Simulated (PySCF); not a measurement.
**Correlation energy of Al⁺ (aluminium, charge +1)**

[Ne] 3s1 3d1, high-spin 3D determinant (an excited configuration). Computed with PySCF 2.14 in aug-cc-pV(T+d)Z with one added diffuse shell each of s, p, d, f type (7s6p5d3f, 71 functions), with the non-relativistic Hamiltonian (point nucleus). Frozen: [Ne]; 2 electrons correlated.

With two correlated electrons CCSD is exact within the correlated space (frozen core and kept virtual orbitals).

```
level  correlation energy (mhartree)
 CCSD                          -7.83
```

Diagnostics: T1 = 0.0082, D1 = 0.0161, largest double amplitude 0.041.

The outer electron is Rydberg-like, and this basis confines it to a smaller radius and binds it less than a complete one would.

Cost of the coupled-cluster step: roughly 2.3 core-seconds, for 2 correlated electrons.
